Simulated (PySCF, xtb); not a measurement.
B(F)(OH)(OSiH3) (BFH4O2Si), SMILES B(O)(O[SiH3])F. One conformer was computed; it need not be the lowest.

Harmonic wavenumbers (cm⁻¹) from GFN2-xTB (xtb) at its own minimum, in rising order: 30, 87, 92, 363, 422, 515, 579, 597, 637, 678, 747, 776, 813, 925, 1023, 1231, 1444, 2252, 2266, 2282, 3627.

Question: What does B3LYP-D3(BJ)/def2-SVP (PySCF) give at its own minimum? (The exact figures need the calculation; the answer reports its results.)

Answer: 73, 100, 107, 402, 472, 522, 677, 704, 736, 764, 956, 957, 973, 1003, 1040, 1428, 1497, 2240, 2242, 2261, 3864. Paired by order, the mean absolute difference is 83 cm⁻¹ and the zero-point energies are 30.6 and 32.9 kcal/mol.
